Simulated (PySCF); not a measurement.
Vertical excitations of a molecule CH12N2Si3 from TDA-PBE/def2-SVPD (PySCF 2.14.0), as energy in eV (oscillator strength): 5.27 (0.010), 5.68 (0.021), 5.73 (0.012), 6.01 (0.048), 6.12 (0.035), 6.24 (0.015). Lowest triplet (TDA): 5.13 eV. Geometry optimised at r2SCAN-D4/def2-SVP. The values are those of a single conformer.

Problem. Pick the molecule that these values belong to.
(A) C[SiH](N[SiH3])N[SiH3]
(B) C[Si@@H](N)N[SiH2][SiH3]
(C) C[SiH2][Si@H](N)N[SiH3]
(D) CN[Si@H]([SiH3])N[SiH3]

Solution. A, C[SiH](N[SiH3])N[SiH3]
